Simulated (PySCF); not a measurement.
SMILES C[O][Ge]([O]C)([O]C)[O]C, singlet at its GFN2-xTB optimised geometry (Å):

```
21

C     -2.7621    -2.3723    -2.0525
O     -1.4579    -2.3768    -1.4897
Ge    -0.9801    -1.5981     0.0000
O      0.7673    -1.5981     0.0000
C      1.6030    -1.3173    -1.1136
O     -1.7739    -0.0411     0.0000
C     -1.9006     0.8305     1.1143
O     -1.4562    -2.3761     1.4905
C     -0.8558    -3.5318     2.0573
H     -2.6581    -2.7739    -3.0615
H     -3.1698    -1.3627    -2.0987
H     -3.4386    -3.0048    -1.4750
H      1.5802    -0.2545    -1.3606
H      1.3034    -1.8935    -1.9888
H      2.6128    -1.6015    -0.8139
H     -2.2762     0.3016     1.9900
H     -0.9427     1.2925     1.3595
H     -2.6128     1.6015     0.8167
H     -1.1095    -4.4248     1.4835
H      0.2285    -3.4329     2.1026
H     -1.2599    -3.6190     3.0670
```

Calculation: CAM-B3LYP/def2-SVP (PySCF).

Map of the electron localisation function on the plane z = 0.6 Å:

```
|                               |
|                               |
|                               |
|                               |
|                               |
|                               |
|     .=+-                      |
|    -%@@%-                     |
|   .%@@@@#. .--.               |
|   =@@@@@%-:+%%+               |
|   +@@@@@@++%@%#:              |
|   -%@@@@%+*#%#+.              |
|   .-*%%#=-++=:.               |
|      :-=+*=:                  |
|       .+%%*:                  |
|       :*##*-.                 |
|      .-*##*=:  .==:           |
|      .-+**+-:.:=*#+:          |
|       .:--....-*%%#=          |
|         ...:..-#%@%+    .     |
|         ...:..-#%@%+.  ..     |
|        .--....:*%%%+          |
|       .-+*+-:..=#%#=          |
|       :=+**=:. .=++:          |
|       .-===:.    ..           |
|        ...                    |
|                               |
|           :--.                |
|         :*%@%-                |
|        .*@@@@+                |
|        .*@@@@+                |
```
Scale: ten equal steps from 0.000 (start of ' ') to 1.000 (end of '@'), in the order ' .:-=+*#%@'; x runs from -5.00 to 5.00, y from -5.00 (bottom) to 5.00 (top).
